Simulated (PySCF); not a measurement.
Predicted microwave data (PBE0/pcSseg-1 in PySCF (dipole) on a GFN2-xTB geometry, gas phase) for one isomer of C6H13FSSi:

```
Rotational constants : A = 1097, B = 984.0, C = 953.0 MHz
Dipole components    : |μa| = 1.74 D, |μb| = 0.26 D, |μc| = 0.90 D
Inertial defect      : -444.07 u·Å²
κ                    : -0.57
```

Question: Which candidate fits, each taken in the one conformer that was computed?
A. `[CH3:1][CH2:2][CH2:3]/[CH:4]=[C:5](\[SiH2:6][F:7])[S:8][CH3:9]` with C1–C2–C3–C4 -179°, C2–C3–C4–C5 -114°, C4–C5–Si6–F7 -53°, C4–C5–S8–C9 -3°
B. `[CH3:1][CH2:2][C@@:3]1([F:4])[CH2:5][S:6][SiH2:7][C@H:8]1[CH3:9]` with C1–C2–C3–F4 -64°, C2–C3–C5–S6 71°, C3–C5–S6–Si7 33°, C5–S6–Si7–C8 -5°, S6–Si7–C8–C9 -150°
C. `[CH3:1][CH2:2][C@@:3]([CH3:4])([SiH3:5])[C:6](=[S:7])[CH2:8][F:9]` with C1–C2–C3–C4 59°, C2–C3–C6–S7 142°, C3–C6–C8–F9 -35°
D. `[CH3:1][S:2]/[CH:3]=[C:4](\[CH3:5])[CH2:6][SiH2:7][CH2:8][F:9]` with C1–S2–C3–C4 169°, C3–C4–C6–Si7 94°, C4–C6–Si7–C8 -52°, C6–Si7–C8–F9 -58°

Answer: C. It is CC[C@@](C)([SiH3])C(=S)CF, an asymmetric top, point group C1. The candidates at the same level (rigid rotor, commonest isotopes):

```tsv
SMILES	A (MHz)	B (MHz)	C (MHz)	μa (D)	μb (D)	μc (D)	Δ (u·Å²)	point group	rotor
CC[C@@](C)([SiH3])C(=S)CF	1097	984.0	953.0	1.74	0.26	0.90	-444.07	C1	asymmetric top
CS/C=C(\C)C[SiH2]CF	1511	681.8	517.1	0.61	0.10	0.44	-98.32	C1	asymmetric top
CCC/C=C(\[SiH2]F)SC	1233	706.4	482.4	0.38	2.59	0.58	-77.51	C1	asymmetric top
CC[C@@]1(F)CS[SiH2][C@H]1C	1418	1095	806.9	0.07	1.39	0.75	-191.39	C1	asymmetric top
```

`CCC/C=C(\[SiH2]F)SC` has C 49 % too low; `CC[C@@]1(F)CS[SiH2][C@H]1C` has A 29 % too high; `CS/C=C(\C)C[SiH2]CF` has C 46 % too low. No structure here is proved a minimum.
